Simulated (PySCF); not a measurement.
Computed shifts of a molecule C2H12OSi3, PySCF with PBE/pcSseg-1, GIAO, gas phase, atoms alike by connectivity averaged where their shifts nearly agree, in ppm (number of nuclei): ¹³C: 71.0 (1), 25.0 (1). ²⁹Si: -17.5 (1), -62.9 (1), -118.9 (1). ¹H: 5.99 (1), 5.69 (1), 4.18 (3), 4.16 (1), 3.87 (3), 1.74 (3). References: ¹³C against TMS (σ = 182.0 ppm); ²⁹Si against TMS (σ = 335.4 ppm); ¹⁷O against H2O (σ = 334.3 ppm); ¹H against TMS (σ = 31.49 ppm), references at their B3LYP-D3(BJ)/def2-TZVP geometries, non-relativistic. Geometry optimised at B3LYP-D3(BJ)/def2-SVP. One conformer was computed; it need not be the lowest.

Which molecule gave these data?
A. C[C@@](O)([SiH3])[SiH2][SiH3]
B. C[C@@H]([SiH3])O[SiH2][SiH3]
C. C[SiH](C)[SiH2][SiH2]O
D. O[SiH2]C[SiH2]C[SiH3]

B, C[C@@H]([SiH3])O[SiH2][SiH3]
